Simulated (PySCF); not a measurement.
Species: C7H10O.
Numbering: `[CH2:1]=[CH:2][C@@:3]12[CH2:4][CH2:5][CH2:6][C@@H:7]1[O:8]2` (hydrogens: H9, H10 on C1; H11 on C2; H12, H13 on C4; H14, H15 on C5; H16, H17 on C6; H18 on C7)

The geometry is computed with GFN2-xTB (gas phase).

(1) List the bond lengths, angles and torsions at this level.

Results:

(1) 
| bond | length (bohr) |
| --- | --- |
| C1=C2 | 2.499 |
| C2–C3 | 2.782 |
| C3–C4 | 2.873 |
| C4–C5 | 2.902 |
| C5–C6 | 2.902 |
| C6–C7 | 2.859 |
| C7–O8 | 2.638 |
| C3–C7 | 2.792 |
| C3–O8 | 2.669 |
| C1–H9 | 2.033 |
| C1–H10 | 2.034 |
| C2–H11 | 2.045 |
| C4–H12 | 2.058 |
| C4–H13 | 2.062 |
| C5–H14 | 2.059 |
| C5–H15 | 2.057 |
| C6–H16 | 2.063 |
| C6–H17 | 2.059 |
| C7–H18 | 2.048 |

A selection of angles:
| angle | degrees |
| --- | --- |
| C1–C2–C3 | 125.5 |
| C2–C3–C4 | 121.9 |
| C2–C3–C7 | 122.6 |
| C2–C3–O8 | 116.5 |
| C4–C3–C7 | 107.8 |
| C4–C3–O8 | 113.7 |
| C7–C3–O8 | 57.7 |
| C3–C4–C5 | 103.9 |
| C4–C5–C6 | 105.4 |
| C5–C6–C7 | 103.2 |
| C6–C7–O8 | 115.1 |
| C3–C7–C6 | 109.4 |
| C3–C7–O8 | 58.8 |
| C3–O8–C7 | 63.5 |

Torsions: C1–C2–C3–C4 -4° (synperiplanar); C2–C3–C4–C5 169° (antiperiplanar); C3–C4–C5–C6 -31° (synclinal); C4–C5–C6–C7 31° (synclinal); C5–C6–C7–O8 44° (synclinal); C6–C7–O8–C3 -98° (anticlinal); C2–C3–C7–C6 -149° (anticlinal); C2–C3–O8–C7 -113° (anticlinal).

The 3-membered ring C3–C7–O8 has internal angles of 57.7° to 63.5°. O8 (epoxide oxygen) is bent (angle 63.5°). The 5-membered ring C3–C4–C5–C6–C7 has internal angles of 103.2° to 109.4°; it is puckered, 0.14 Å rms from its mean plane, widest ring torsion 31°. The 7 C–C bonds span 1.322 Å (C1=C2, drawn double) to 1.536 Å (C5–C6, drawn single), a spread of 0.214 Å. Of the pairs four or more bonds apart, C4···H10 is among the closest relative to their van der Waals radii: 2.76 Å, 95 % of the sum of Bondi's values.

Point group: C1 (no symmetry element, even within 0.4 Å). Not checked by GFN2-xTB frequencies. One conformer, not necessarily the lowest.
